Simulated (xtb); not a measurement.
C3H7S, doublet, geometry from GFN2-xTB; GFN2-xTB in xtb.

xtb was given this input:
```
$ xtb mol.xyz --gfn 2 --uhf 1 --acc 0.0001 --json

# file mol.xyz
11

C      1.33343130    -1.05181077     0.06783991
C      0.02610474    -0.35944065     0.20859558
C     -1.23720516    -1.13468848     0.08929924
S      0.01194070     1.34082542    -0.16796223
H      1.46068380    -1.49000073    -0.92928836
H      1.40513931    -1.86598336     0.79053741
H      2.15343639    -0.35722298     0.23728319
H     -2.07728088    -0.59270601     0.52510079
H     -1.48977413    -1.34989668    -0.95639772
H     -1.13132823    -2.08851022     0.60459467
H     -1.24591292     1.56675262     0.22115735
```

The log (banner, timings and long lists left out):

```
   ID    Z sym.   atoms
    1    6 C      1-3
    2   16 S      4
    3    1 H      5-11

           -------------------------------------------------
          |                Calculation Setup                |
           -------------------------------------------------

           -------------------------------------------------
          |                 G F N 2 - x T B                 |
           -------------------------------------------------

          ...................................................
          :                      SETUP                      :
          :.................................................:
          :  # basis functions                  29          :
          :  # atomic orbitals                  28          :
          :  # shells                           16          :
          :  # electrons                        25          :
          :  max. iterations                   250          :
          :  Hamiltonian                  GFN2-xTB          :
          :  restarted?                      false          :
          :  GBSA solvation                  false          :
          :  PC potential                    false          :
          :  electronic temp.          300.0000000     K    :
          :  accuracy                    0.0001000          :
          :  -> integral cutoff          0.6500000E+02      :
          :  -> integral neglect         0.1000000E-11      :
          :  -> SCF convergence          0.1000000E-09 Eh   :
          :  -> wf. convergence          0.1000000E-07 e    :
          :  Broyden damping             0.4000000          :
          :  net charge                          0          :
          :  unpaired electrons                  1          :
          ...................................................

 iter      E             dE          RMSdq      gap      omega  full diag
   1    -13.3070235 -0.133070E+02  0.300E+00    2.71       0.0  T
   2    -13.3244553 -0.174318E-01  0.139E+00    3.12       1.0  T
   3    -13.3256735 -0.121811E-02  0.890E-01    2.72       1.0  T
   4    -13.3271821 -0.150867E-02  0.282E-01    2.79       1.0  T
   5    -13.3272022 -0.200724E-04  0.119E-01    2.75       1.0  T
   6    -13.3272185 -0.162531E-04  0.314E-02    2.77       1.0  T
   7    -13.3272193 -0.821022E-06  0.484E-03    2.77       6.2  T
   8    -13.3272193 -0.125046E-07  0.240E-03    2.77      12.6  T
   9    -13.3272193 -0.513364E-08  0.604E-04    2.77      49.9  T
  10    -13.3272193 -0.423457E-09  0.271E-04    2.77     111.2  T
  11    -13.3272193 -0.510880E-10  0.871E-05    2.77     346.2  T
  12    -13.3272193 -0.579448E-11  0.195E-05    2.77    1544.8  T
  13    -13.3272193  0.616396E-12  0.137E-05    2.77    2204.5  T
  14    -13.3272193 -0.123102E-11  0.181E-06    2.77   16663.7  T
  15    -13.3272193 -0.532907E-14  0.274E-07    2.77  100000.0  T
  16    -13.3272193 -0.532907E-14  0.676E-08    2.77  100000.0  T
  17    -13.3272193 -0.532907E-14  0.133E-08    2.77  100000.0  T

   *** convergence criteria satisfied after 17 iterations ***

         :::::::::::::::::::::::::::::::::::::::::::::::::::::
         ::                     SUMMARY                     ::
         :::::::::::::::::::::::::::::::::::::::::::::::::::::
         :: total energy             -13.169855863951 Eh    ::
         :: gradient norm              0.000060753766 Eh/a0 ::
         :: HOMO-LUMO gap              2.769813460677 eV    ::
         ::.................................................::
         :: SCC energy               -13.327213912004 Eh    ::
         :: -> isotropic ES            0.004737054606 Eh    ::
         :: -> anisotropic ES          0.002751873633 Eh    ::
         :: -> anisotropic XC          0.006568557009 Eh    ::
         :: -> dispersion             -0.005818139231 Eh    ::
         :: repulsion energy           0.157358048053 Eh    ::
         :: add. restraining           0.000000000000 Eh    ::
         :: total charge               0.000000000000 e     ::
         :::::::::::::::::::::::::::::::::::::::::::::::::::::

           -------------------------------------------------
          |                Property Printout                |
           -------------------------------------------------

    * Orbital Energies and Occupations

         #    Occupation            Energy/Eh            Energy/eV
      -------------------------------------------------------------
         1        2.0000           -0.7141921             -19.4342
         2        2.0000           -0.6197224             -16.8635
         3        2.0000           -0.5988630             -16.2959
         4        2.0000           -0.5474286             -14.8963
         5        2.0000           -0.5108407             -13.9007
         6        2.0000           -0.5048330             -13.7372
         7        2.0000           -0.4991100             -13.5815
         8        2.0000           -0.4730907             -12.8735
         9        2.0000           -0.4672622             -12.7149
        10        2.0000           -0.4528047             -12.3214
        11        2.0000           -0.4409552             -11.9990
        12        2.0000           -0.3995159             -10.8714
        13        1.0000           -0.2909110              -7.9161 (HOMO)
        14                         -0.1891222              -5.1463 (LUMO)
        15                         -0.1134883              -3.0882
        16                         -0.0139581              -0.3798
        17                         -0.0125147              -0.3405
        18                          0.0284720               0.7748
        19                          0.1152311               3.1356
        20                          0.1527003               4.1552
        21                          0.1805528               4.9131
        22                          0.1860900               5.0638
        23                          0.2097993               5.7089
        24                          0.2183819               5.9425
       ...                                ...                  ...
        28                          0.5843029              15.8997
      -------------------------------------------------------------
                  HL-Gap            0.1017888 Eh            2.7698 eV
             Fermi-level           -0.2926150 Eh           -7.9625 eV

     #   Z          covCN         q      C6AA      α(0)
     1   6 C        3.793    -0.098    22.372     6.736
     2   6 C        2.929    -0.005    28.145     8.700
     3   6 C        3.779    -0.099    22.409     6.744
     4  16 S        1.965    -0.222   150.553    20.651
     5   1 H        0.924     0.044     2.396     2.421
     6   1 H        0.924     0.044     2.402     2.423
     7   1 H        0.925     0.048     2.349     2.397
     8   1 H        0.924     0.037     2.486     2.465
     9   1 H        0.924     0.045     2.385     2.415
    10   1 H        0.925     0.044     2.392     2.419
    11   1 H        0.923     0.162     1.314     1.793

 Mol. C6AA /au·bohr⁶  :       1399.293830
 Mol. C8AA /au·bohr⁸  :      40474.008346
 Mol. α(0) /au        :         59.163753

Wiberg/Mayer (AO) data.
largest (>0.10) Wiberg bond orders for each atom

 ---------------------------------------------------------------------------
     #   Z sym  total        # sym  WBO       # sym  WBO       # sym  WBO
 ---------------------------------------------------------------------------
     1   6 C    3.997 --     2 C    1.058     7 H    0.982     6 H    0.969
                             5 H    0.953
     2   6 C    3.484 --     4 S    1.291     1 C    1.058     3 C    1.055
     3   6 C    3.997 --     2 C    1.055     8 H    0.976    10 H    0.976
                             9 H    0.952
     4  16 S    2.342 --     2 C    1.291    11 H    0.951
     5   1 H    0.997 --     1 C    0.953
     6   1 H    0.998 --     1 C    0.969
     7   1 H    0.998 --     1 C    0.982
     8   1 H    0.999 --     3 C    0.976
     9   1 H    0.997 --     3 C    0.952
    10   1 H    0.998 --     3 C    0.976
    11   1 H    0.974 --     4 S    0.951
 ---------------------------------------------------------------------------

Topologies differ in total number of bonds
Writing topology from bond orders to xtbtopo.mol

molecular dipole:
                 x           y           z       tot (Debye)
 q only:       -0.338      -0.316       0.123
   full:       -0.471      -0.563       0.088       1.881
molecular quadrupole (traceless):
                xx          xy          yy          xz          yz          zz
 q only:        1.514      -1.753      -0.301      -0.194       0.571      -1.213
  q+dip:        2.302      -2.252      -1.320      -0.274       1.152      -0.982
   full:        2.555      -2.457      -1.173      -0.479       1.079      -1.382

           -------------------------------------------------
          | TOTAL ENERGY              -13.169855863951 Eh   |
          | GRADIENT NORM               0.000060753766 Eh/α |
          | HOMO-LUMO GAP               2.769813460677 eV   |
           -------------------------------------------------

normal termination of xtb
```
